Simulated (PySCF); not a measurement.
C2H6BNO, SMILES NB1CCO1.

Geometry: B3LYP-D3(BJ)/def2-SVP. This is a generated structure with no PubChem entry under its InChIKey; it may be hypothetical. One conformer was computed; it need not be the lowest.

Computed with M06-2X/def2-TZVP (PySCF).

Symmetry labels are those of the subgroup Cs that the program uses (full group Cs).

Q: List the valence orbital energies around the gap with their symmetry. (An estimate is asked for; the answer gives what the named calculation found.)

A: 
```
orbital  symmetry  energy (eV)
-------  --------  -----------
HOMO−7         A'       -15.10
HOMO−6         A"       -14.89
HOMO−5         A'       -13.26
HOMO−4         A"       -11.76
HOMO−3         A"       -10.70
HOMO−2         A'       -10.35
HOMO−1         A'        -9.65
HOMO           A"        -9.01
LUMO           A'         1.46
LUMO+1         A'         2.11
LUMO+2         A"         2.59
LUMO+3         A'         2.62
```
